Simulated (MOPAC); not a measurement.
A run for MOPAC: PM7 on H10Si3 (a complex), monomers drawn apart or pushed together.

```
PM7 1SCF PRECISE CHARGE=0 THREADS=1
H10Si3

Si    -0.09559862 1     0.11065983 1    -0.15922207 1
H     -0.20768845 1    -1.14787797 1     0.61127498 1
H     -1.44791547 1     0.59387152 1    -0.51598119 1
H      0.68626272 1    -0.13495584 1    -1.39233219 1
H      0.59194405 1     1.12906298 1     0.66522949 1
Si     0.95487474 1    -0.94089407 1     5.06992345 1
Si    -0.73189122 1     0.68798841 1     5.04804527 1
H      0.36707407 1    -2.29010212 1     4.88853395 1
H      1.66410474 1    -0.90434236 1     6.37264376 1
H      1.94064214 1    -0.70090689 1     3.99009590 1
H     -1.57700448 1     0.56274493 1     3.83631533 1
H     -0.13901710 1     2.04683478 1     5.07184280 1
H     -1.60092845 1     0.52786583 1     6.23975025 1
```

Program output:

```
*******************************************************************************
 **                                                                           **
 **                              MOPAC v23.2.5                                **
 **                                                                           **
 *******************************************************************************
 ** MOPAC's Digital Object Identifier: https://doi.org/10.5281/zenodo.6511958 **
 **                                                                           **
 ** Please cite the open-source release paper for use of this MOPAC version:  **
 ** J. E. Moussa and J. J. P. Stewart (2026)                                  **
 ** MOPAC: An open-source semiempirical molecular orbital program             **
 ** J. Open Source Softw., 11(119), 8025, https://doi.org/10.21105/joss.08025 **
 *******************************************************************************

                              PM7 CALCULATION RESULTS

 *******************************************************************************
 *  PM7        - The PM7 Hamiltonian to be used
 *
 *
 *
 *                 CHARGE ON SYSTEM = 0
 *
 *
 *
 *  PRECISE    - TIGHTER CRITERIA TO BE USED
 *  1SCF       - DO 1 SCF AND THEN STOP
 *  THREADS=1  - MULTI-THREADING NOT USED
 *  T=         - A TIME OF 172800.0 SECONDS REQUESTED
 *  DUMP=N     - RESTART FILE WRITTEN EVERY 7200.0 SECONDS REQUESTED
 *******************************************************************************
PM7 1SCF PRECISE CHARGE=0 THREADS=1
 H10Si3

   ATOM   CHEMICAL          X               Y               Z
  NUMBER   SYMBOL      (ANGSTROMS)     (ANGSTROMS)     (ANGSTROMS)

     1      Si         -0.09559862  *   0.11065983  *  -0.15922207  *
     2       H         -0.20768845  *  -1.14787797  *   0.61127498  *
     3       H         -1.44791547  *   0.59387152  *  -0.51598119  *
     4       H          0.68626272  *  -0.13495584  *  -1.39233219  *
     5       H          0.59194405  *   1.12906298  *   0.66522949  *
     6      Si          0.95487474  *  -0.94089407  *   5.06992345  *
     7      Si         -0.73189122  *   0.68798841  *   5.04804527  *
     8       H          0.36707407  *  -2.29010212  *   4.88853395  *
     9       H          1.66410474  *  -0.90434236  *   6.37264376  *
    10       H          1.94064214  *  -0.70090689  *   3.99009590  *
    11       H         -1.57700448  *   0.56274493  *   3.83631533  *
    12       H         -0.13901710  *   2.04683478  *   5.07184280  *
    13       H         -1.60092845  *   0.52786583  *   6.23975025  *



          CARTESIAN COORDINATES

    NO.       ATOM           X           Y           Z

     1        Si         -0.0956      0.1107     -0.1592
     2         H         -0.2077     -1.1479      0.6113
     3         H         -1.4479      0.5939     -0.5160
     4         H          0.6863     -0.1350     -1.3923
     5         H          0.5919      1.1291      0.6652
     6        Si          0.9549     -0.9409      5.0699
     7        Si         -0.7319      0.6880      5.0480
     8         H          0.3671     -2.2901      4.8885
     9         H          1.6641     -0.9043      6.3726
    10         H          1.9406     -0.7009      3.9901
    11         H         -1.5770      0.5627      3.8363
    12         H         -0.1390      2.0468      5.0718
    13         H         -1.6009      0.5279      6.2398

 General Reference for PM7:
 "Optimization of Parameters for Semiempirical Methods VI: More Modifications to the
 NDDO Approximations and Re-optimization of Parameters", J. J. P. Stewart, J. Mol. Mod., 1:32, 19 (2013)
 https://link.springer.com/article/10.1007/s00894-012-1667-x

           Empirical Formula: H10 Si3  =    13 atoms



      MOLECULAR POINT GROUP   :   C1


      RHF CALCULATION, NO. OF DOUBLY OCCUPIED LEVELS = 11


 -------------------------------------------------------------------------------
 PM7 1SCF PRECISE CHARGE=0 THREADS=1
 H10Si3



     1SCF WAS SPECIFIED, SO BFGS WAS NOT USED
     SCF FIELD WAS ACHIEVED


                              PM7 CALCULATION
                                                       MOPAC v23.2.5 Linux




          FINAL HEAT OF FORMATION =         37.00772 KCAL/MOL =     154.84029 KJ/MOL


          COSMO AREA              =        186.96 SQUARE ANGSTROMS
          COSMO VOLUME            =        186.83 CUBIC ANGSTROMS

          IONIZATION POTENTIAL    =         10.678318 EV
          HOMO LUMO ENERGIES (EV) =        -10.678  0.298
          NO. OF FILLED LEVELS    =         11
          MOLECULAR WEIGHT        =         94.3355         POINT GROUP:  C1

          MOLECULAR DIMENSIONS (Angstroms)

            Atom       Atom       Distance
            H    13    H     4     7.99495
            H     9    H     3     5.33409
            H     8    H    12     3.83370


          SCF CALCULATIONS        =          1





   ATOM   CHEMICAL          X               Y               Z
  NUMBER   SYMBOL      (ANGSTROMS)     (ANGSTROMS)     (ANGSTROMS)

     1      Si         -0.09559862  *   0.11065983  *  -0.15922207  *
     2       H         -0.20768845  *  -1.14787797  *   0.61127498  *
     3       H         -1.44791547  *   0.59387152  *  -0.51598119  *
     4       H          0.68626272  *  -0.13495584  *  -1.39233219  *
     5       H          0.59194405  *   1.12906298  *   0.66522949  *
     6      Si          0.95487474  *  -0.94089407  *   5.06992345  *
     7      Si         -0.73189122  *   0.68798841  *   5.04804527  *
     8       H          0.36707407  *  -2.29010212  *   4.88853395  *
     9       H          1.66410474  *  -0.90434236  *   6.37264376  *
    10       H          1.94064214  *  -0.70090689  *   3.99009590  *
    11       H         -1.57700448  *   0.56274493  *   3.83631533  *
    12       H         -0.13901710  *   2.04683478  *   5.07184280  *
    13       H         -1.60092845  *   0.52786583  *   6.23975025  *

                             CARTESIAN COORDINATES

   1   Si       -0.095598620     0.110659830    -0.159222070
   2    H       -0.207688450    -1.147877970     0.611274980
   3    H       -1.447915470     0.593871520    -0.515981190
   4    H        0.686262720    -0.134955840    -1.392332190
   5    H        0.591944050     1.129062980     0.665229490
   6   Si        0.954874740    -0.940894070     5.069923450
   7   Si       -0.731891220     0.687988410     5.048045270
   8    H        0.367074070    -2.290102120     4.888533950
   9    H        1.664104740    -0.904342360     6.372643760
  10    H        1.940642140    -0.700906890     3.990095900
  11    H       -1.577004480     0.562744930     3.836315330
  12    H       -0.139017100     2.046834780     5.071842800
  13    H       -1.600928450     0.527865830     6.239750250


           Empirical Formula: H10 Si3  =    13 atoms



      MOLECULAR POINT GROUP   :   C1


                  EIGENVALUES
 -20.09714 -18.60818 -16.25838 -12.80996 -12.80199 -12.47808 -12.47276 -12.46870
 -12.33059 -12.31919 -10.67832   0.29834   2.16273   2.17421   2.48174   2.48669
   2.49418   2.57663   2.58654   6.46944   8.09666   8.47229  18.67066  18.68068
  19.85517  19.89852  20.17400  20.43513  20.50213  21.25012  21.26937  21.27756
  21.55892  21.66951  21.68839  22.65607  22.66026


              NET ATOMIC CHARGES AND DIPOLE CONTRIBUTIONS

  ATOM NO.   TYPE          CHARGE      No. of ELECS.   s-Pop       p-Pop       d-Pop
    1         Si          -0.017958        4.0180     0.93825     2.98548     0.09423
    2          H           0.004400        0.9956     0.99560
    3          H           0.004528        0.9955     0.99547
    4          H           0.004617        0.9954     0.99538
    5          H           0.004399        0.9956     0.99560
    6         Si          -0.059112        4.0591     0.92505     3.04016     0.09391
    7         Si          -0.059012        4.0590     0.92509     3.03996     0.09396
    8          H           0.019635        0.9804     0.98037
    9          H           0.019861        0.9801     0.98014
   10          H           0.019448        0.9806     0.98055
   11          H           0.019665        0.9803     0.98033
   12          H           0.019635        0.9804     0.98036
   13          H           0.019895        0.9801     0.98011
 DIPOLE           X         Y         Z       TOTAL
 POINT-CHG.    -0.004     0.001     0.007     0.008
 HYBRID         0.006    -0.001    -0.024     0.024
 SUM            0.002     0.000    -0.017     0.017


          ATOMIC ORBITAL ELECTRON POPULATIONS

     Atom    s        px        py        pz      x^2-y^2     xz        z^2       yz        xy
    1 Si   0.93825   0.99525   0.99497   0.99526   0.02073   0.02195   0.01123   0.02600   0.01433
    2  H   0.99560
    3  H   0.99547
    4  H   0.99538
    5  H   0.99560
    6 Si   0.92505   1.01366   1.01384   1.01266   0.01551   0.03127   0.02164   0.00349   0.02199
    7 Si   0.92509   1.01361   1.01348   1.01287   0.01547   0.03291   0.02107   0.00260   0.02191
    8  H   0.98037
    9  H   0.98014
   10  H   0.98055
   11  H   0.98033
   12  H   0.98036
   13  H   0.98011

 **********************
 *                    *
 * JOB ENDED NORMALLY *
 *                    *
 **********************




 == MOPAC DONE ==
```

The run finished.

Cost: around 0.04 core-seconds (rough).
